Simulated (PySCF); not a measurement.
**Excitation energy of P by level of theory**

P [Ne] 3s2 3p3 (4S) → P [Ne] 3s2 3p2 4s1 (4P), as a difference of total energies. Calculation: PySCF 2.14, in aug-cc-pV(Q+d)Z (7s6p5d3f2g, 89 functions); no relativity, point nucleus. Correlated levels: valence: [Ne] frozen. The calculations carry no spin-orbit coupling.

```
           method  excitation energy (eV)  error (eV)
              UHF                   6.809      -0.158
    MP2 (valence)                   7.162      +0.195
SCS-MP2 (valence)                   7.067      +0.100
   CCSD (valence)                   7.070      +0.103
CCSD(T) (valence)                   7.092      +0.125
```

Reference: 6.967 eV (measured; NIST levels, between the centres of gravity of the two terms).

Errors of the correlated levels include the incompleteness of this basis and the frozen core.

The promoted electron is Rydberg-like, and one or two diffuse shells describe it only roughly, which tends to raise the upper state.
